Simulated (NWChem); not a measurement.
Molecule: diarsenic (As2); SMILES [As]#[As]

```xyz
2

As     0.0000     0.0000     1.0593
As     0.0000     0.0000    -1.0593
```
Atoms are numbered in this order, from 1.

Geometry: optimised at B3LYP/6-31G* (spherical d).

### Question
List the 4 lowest vertical singlet excitations from PBE0/aug-cc-pVDZ, TDA (NWChem).

### Answer
```json
[
 {"state": "S1", "energy (eV)": "2.92", "oscillator strength": "0.000", "leading excitation (squared amplitude)": "HOMO−1 → LUMO+1 (0.50)"},
 {"state": "S2", "energy (eV)": "3.29", "oscillator strength": "0.000", "leading excitation (squared amplitude)": "HOMO−1 → LUMO (0.50)"},
 {"state": "S3", "energy (eV)": "3.29", "oscillator strength": "0.000", "leading excitation (squared amplitude)": "HOMO−1 → LUMO+1 (0.50)"},
 {"state": "S4", "energy (eV)": "3.84", "oscillator strength": "0.000", "leading excitation (squared amplitude)": "HOMO−2 → LUMO (0.99)"}
]
```
